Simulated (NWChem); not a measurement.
# H2BO3, doublet; SMILES OB([O])O

```xyz
6

O      0.0000     0.0000    -1.4255
B      0.0000     0.0000    -0.0622
O      1.2351    -0.0284     0.5565
O     -1.2351     0.0284     0.5565
H      1.2395     0.4494     1.4051
H     -1.2395    -0.4494     1.4051
```
Atoms are numbered in this order, from 1.

Geometry: optimised at PBE-D3(BJ)/def2-SVP, spin-unrestricted. No stability test was run on the SCF state.

Symmetry labels are those of C2 in the frame above (b1 and b2, or b-type labels, depend on it).

Q: List the 4 lowest vertical excitations from B3LYP/6-31G* (spherical d), spin-unrestricted, TDA (NWChem).

A: 
| state | energy (eV) | oscillator strength | symmetry of the excitation | <S²> |
|---|---|---|---|---|
| state 1 | 0.93 | 0.000 | b | 0.76 |
| state 2 | 2.77 | 0.002 | a | 0.76 |
| state 3 | 3.56 | 0.004 | b | 0.77 |
| state 4 | 3.82 | 0.007 | a | 0.77 |
